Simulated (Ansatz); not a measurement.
Ideal-gas functions of F$_{2}$GeH$_{2}$Se, SMILES `[F][GeH]([F])[SeH]` at 800 K and 1 bar, from an Ansatz frequency run at PBE0-D4/def2-TZVP.

Molar mass 191.58 g/mol, point group C1 (symmetry number 1), electronic degeneracy 1, moments of inertia 92.25, 329.438, 380.694 u Å². Harmonic wavenumbers (cm⁻¹, unscaled): 88, 141, 185, 246, 316, 648, 701, 713, 734, 736, 2201, 2439.

Use S(trans) = R[1.5 ln M + 2.5 ln T − 1.1517]; rotational temperatures θ = 24.2544 K / I; S(rot) = R[ln(√π/σ · √(T³/θAθBθC)) + 1.5]; for each mode x = 1.438777 ν̃/T, S = R[x/(eˣ − 1) − ln(1 − e⁻ˣ)] and H = RT x/(eˣ − 1); 1 cm⁻¹ = 0.0119627 kJ/mol; R = 8.31446 J/(mol·K).

Question: By hand: the entropy, in J/(mol·K).

Answer: Translation 194.9. Rotation: θ = 0.2629, 0.0736, 0.0637 K, giving 128.4. Vibration, mode by mode: 23.65, 19.74, 17.50, 15.16, 13.12, 7.50, 6.92, 6.79, 6.58, 6.56, 0.80, 0.56, in all 124.9. Electronic 0.0. Sum 448.2 J/(mol·K).

Question: By hand: H − E and G − E in kJ/mol, counted from the electronic energy.

Answer: Zero-point energy ½ × 9148 × 0.0119627 = 54.7; thermal vibration 45.2; translation, rotation and pV give 4 RT = 26.6. H − E = 126.5 kJ/mol, and G − E = 126.5 − 800 × 448.2/1000 = -232.1 kJ/mol.

Vibration gives 28 % of the entropy, 43.4 J/(mol·K) of it from the modes under 150 cm⁻¹: soft modes count most, and the harmonic formula is weakest for them. The sum counts one conformer and one mirror image; others add a mixing term.
